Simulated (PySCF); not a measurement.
**Potential energy of PbO along the bond**

Set-up: PySCF, spin-free X2C with a Gaussian nucleus, basis sets Pb x2c-TZVPPall, O x2c-TZVPPall. Energies in eV from Pb + O in their ground configurations at the same level. State: ¹Σ⁺ (singlet), closed shell.

Curves on a restricted Hartree–Fock reference rise too fast on stretching and do not dissociate correctly.

| R (Å) | M06-2X | RHF-CCSD(T) | RHF | RHF-SCS-MP2 |
| --- | --- | --- | --- | --- |
| 1.637 | -2.558 |  | 0.7597 | -3.013 |
| 1.713 | -3.591 | -3.819 | -0.2338 | -4.146 |
| 1.789 | -4.141 | -4.457 | -0.7239 | -4.797 |
| 1.846 | -4.322 | -4.707 | -0.8519 | -5.057 |
| 1.903 | -4.357 | -4.812 | -0.8280 | -5.171 |
| 1.960 | -4.277 | -4.809 | -0.6892 | -5.173 |
| 2.036 | -4.043 | -4.683 | -0.3757 | -5.046 |
| 2.131 | -3.610 | -4.400 | 0.1500 | -4.726 |
| 2.245 | -2.975 | -3.970 | 0.8747 | -4.125 |
| 2.398 | -2.046 |  | 1.8237 | -2.769 |

**Question.** Put a parabola through the three lowest points of the M06-2X curve and estimate Re, k and ωe (reduced mass 14.85 u; 1 eV/Å² = 0.16022 mdyn/Å; ωe = 1302.8·√(k/μ) cm⁻¹).

**Answer.** Through R = 1.846, 1.903, 1.96 Å the second-order coefficient is 17.7 eV/Å², so Re ≈ 1.892 Å, k ≈ 5.67 mdyn/Å and ωe ≈ 805 cm⁻¹. A polynomial fit of higher order to the unrounded M06-2X energies gives Re = 1.889 Å, k = 5.89 mdyn/Å, ωe = 821 cm⁻¹; anharmonicity and rounding make the difference.

The higher-order fit for each curve: M06-2X: Re = 1.889 Å, ωe = 821 cm⁻¹, De = 4.36 eV; RHF-CCSD(T): Re = 1.929 Å, ωe = 729 cm⁻¹, De = 4.82 eV; RHF: Re = 1.864 Å, ωe = 883 cm⁻¹, De = 0.86 eV; RHF-SCS-MP2: Re = 1.932 Å, ωe = 734 cm⁻¹, De = 5.18 eV.

Correlated steps freeze 35 core orbitals. Spin–orbit coupling is left out, which matters for elements this heavy, above all for dissociation energies. Where the molecule has an RHF reference, its open-shell atoms are computed with UHF. The CCSD T1 diagnostic is raised, a sign that a single reference may not be enough here.
